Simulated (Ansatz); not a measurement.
**C3H9OSi: structure from calculated spectroscopic constants**

These gas-phase data were calculated for one isomer of C3H9OSi at B3LYP/6-31G* (harmonic, unscaled wavenumbers; equilibrium rotational constants with average atomic masses):

* rotational constants: 11.86, 1.727, 1.575 GHz
* all wavenumbers above 1500 cm⁻¹: 3136, 3134, 3125, 3119, 3056, 3044, 3044, 3008, 2116, 1550, 1528, 1514

Candidates:

(1) `CCO[SiH]C`, a doublet
(2) `CCC[SiH]O`, a doublet
(3) `CC(C)[SiH]O`, a doublet

Task: Which structure fits?

Result: Candidate (1). No mode falls between 3300 and 4000 cm⁻¹, where the O–H stretch of (2), (3) would stand.

The same quantities for all candidates:

```
     rotational constants (GHz)                                                   wavenumbers above 1500 cm⁻¹  E above the lowest, B3LYP/6-31G* (kcal/mol)
(1)         11.86, 1.727, 1.575        3136, 3134, 3125, 3119, 3056, 3044, 3044, 3008, 2116, 1550, 1528, 1514                                          0.1
(2)         9.289, 1.758, 1.601        3798, 3110, 3107, 3084, 3066, 3041, 3039, 3028, 2110, 1536, 1527, 1522                                          0.0
(3)         6.348, 2.568, 2.004  3798, 3125, 3104, 3092, 3086, 3033, 3033, 3027, 2103, 1537, 1535, 1525, 1519                                          1.4
```

Harmonic stretches to hydrogen usually lie a few per cent above observed fundamentals. Each candidate is one conformer. Open shells are spin-unrestricted. Programs: Ansatz 0.2.0.
